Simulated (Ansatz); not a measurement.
A set of 12 reactions (hydrolysis), with CCSD(T)/CBS values in kJ/mol:

```csv
reaction,ΔE
`[NH2][Zr]([OH])([F])[Cl]` + H₂O → `[NH2][Zr]([OH])([OH])[Cl]` + H–F,45.5
`F[Si]([SiH3])(Cl)Br` + H₂O → `O[Si](F)([SiH3])Cl` + HBr,-13.3
`[CH3][Nb]([NH2])(=[O])[F]` + H₂O → `[CH3][Nb]([NH2])(=[O])[OH]` + H–F,34.2
`[SiH3][O][Cd][SH]` + H₂O → `[OH][Cd][SH]` + `O[SiH3]`,25.6
`CO[SiH2][SiH2]Cl` + H₂O → `CO[SiH2][SiH2]O` + HCl,15.3
`F[SiH](Cl)[GeH2][Cl]` + H₂O → `O[SiH](Cl)[GeH2][Cl]` + H–F,29.4
`CC([SiH3])CF` + H₂O → `CC(O)CF` + SiH₄,56.4
`F[Si]([SiH3])(Cl)Br` + H₂O → `O[Si](F)(Cl)Br` + SiH₄,-106.8
`C=COB(F)Cl` + H₂O → `C=COB(O)Cl` + H–F,-2.1
`[CH3][Nb]([NH2])(=[O])[F]` + H₂O → `[NH2][Nb](=[O])([OH])[F]` + CH₄,-144.8
`[CH3][Nb]([NH2])(=[O])[F]` + H₂O → `[CH3][Nb](=[O])([OH])[F]` + NH₃,-42.0
`C[O][Mg][S]C` + H₂O → `C[S][Mg][OH]` + CH₃OH,1.9
```

Isolated molecules relaxed with PBE0-D4/def2-TZVP in Ansatz; ΔE leaves out vibrations. CBS: MP2 limit from def2 TZ/QZ plus the TZ coupled-cluster correction, frozen cores. This one scheme is used for every species. DFT in def2-TZVPP. B3LYP here is the variant with VWN-RPA as its local correlation; programs differ in this. def2 core potentials past Kr. For Br, Cd, Ge, Mg, Nb, Zr outer-core shells are correlated without core-valence functions, which leaves a few kJ/mol of doubt a bond. Scalar relativity is left out up to krypton. Each species was taken in one conformer, which may not be the lowest.

(1) Give the mean, mean absolute and largest difference (level minus CCSD(T)/CBS, kJ/mol) for: PBE-D4, r2SCAN-D4, B3LYP-D4, ωB97X-V, ωB97M-V, r2SCAN, B3LYP, HF/def2-TZVPP, MP2/def2-TZVPP, SCS-MP2/def2-TZVPP, CCSD/def2-TZVPP, HF/def2-QZVPP, MP2/def2-QZVPP, HF/CBS(def2). (An estimate is asked.)

The largest T1 diagnostic in the set is 0.022, for `[NH2][Nb](=[O])([OH])[F]` (customary mark 0.02).

CCSD(T)/CBS is a level of theory with its own doubt, and the functionals carry their triple-zeta basis error, so these figures describe this set and don't rank the functionals.

## Answers

(1) Computed: 
| level | mean | mean absolute | largest |
| --- | --- | --- | --- |
| PBE-D4 | 0.7 | 5.8 | 20.4 |
| r2SCAN-D4 | -2.4 | 5.8 | -14.0 |
| B3LYP-D4 | -2.4 | 4.8 | -12.7 |
| ωB97X-V | -2.9 | 6.1 | -12.9 |
| ωB97M-V | -2.6 | 4.9 | -8.5 |
| r2SCAN | -2.6 | 6.5 | -14.6 |
| B3LYP | -4.0 | 8.7 | -17.7 |
| HF/def2-TZVPP | -6.2 | 12.5 | -28.6 |
| MP2/def2-TZVPP | -2.4 | 3.3 | -9.9 |
| SCS-MP2/def2-TZVPP | -3.4 | 4.0 | -13.3 |
| CCSD/def2-TZVPP | -2.9 | 4.1 | -10.8 |
| HF/def2-QZVPP | -5.6 | 12.8 | -29.4 |
| MP2/def2-QZVPP | -0.7 | 2.6 | -6.9 |
| HF/CBS(def2) | -5.6 | 12.8 | -29.6 |
